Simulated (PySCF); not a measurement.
Mo(NH)2(Cl)(NH2) (ClH₄MoN₃), SMILES [Mo]([NH2])(=[NH])(=[NH])[Cl], multiplicity 1.

Geometry optimised at B3LYP-D3(BJ)/def2-SVP. The spin state was assumed, not searched. The structure was generated by enumeration; whether it is a known compound was not checked. The def2 effective core potentials stand for the cores of Mo; spin–orbit coupling is left out. One conformer was computed; it need not be the lowest.

All values below come from B3LYP-D3(BJ)/def2-SVP (PySCF).

Frequencies are harmonic and unscaled.

Computed harmonic wavenumbers and intensities:
```
mode  ν (cm⁻¹)  IR (km/mol)  Raman (Å⁴/amu)  depolarisation  moving atoms (share of kinetic energy)
----  --------  -----------  --------------  --------------  --------------------------------------
1          153          0.8             4.0            0.73        N 45 %, Cl 27 %, Mo 14 %, H 14 %
2          178          5.0             5.6            0.75        N 46 %, Cl 24 %, H 16 %, Mo 14 %
3          221         20.8             3.9            0.75         N 50 %, H 28 %, Cl 13 %, Mo 8 %
4          236          0.3             5.1            0.75                  N 67 %, H 24 %, Mo 9 %
5          278         10.8             9.4            0.72                          N 65 %, H 27 %
6          330        158.2             1.2            0.75                          H 83 %, N 16 %
7          387         12.8             3.7            0.01                        Cl 64 %, Mo 28 %
8          414         95.9             0.2            0.75                                  H 94 %
9          502        129.0             1.2            0.51                          H 78 %, N 22 %
10         598        118.6             5.1            0.14                          H 59 %, N 39 %
11         615          1.0             2.4            0.75                          H 86 %, N 14 %
12         714          5.8             0.6            0.75                          H 79 %, N 21 %
13         721        126.8             7.4            0.26                          H 59 %, N 36 %
14         731        134.1            14.4            0.24                 N 55 %, H 32 %, Mo 14 %
15         989        134.6            13.4            0.75                         N 73 %, Mo 19 %
16        1015         48.9            47.7            0.03                         N 82 %, Mo 11 %
17        1508         25.1            13.7            0.50                          H 89 %, N 11 %
18        3543        105.4           147.4            0.19                                  H 96 %
19        3586        126.4           182.1            0.75                                  H 93 %
20        3589        154.3           243.6            0.13                                  H 92 %
21        3644         41.5            63.5            0.75                           H 91 %, N 9 %
```
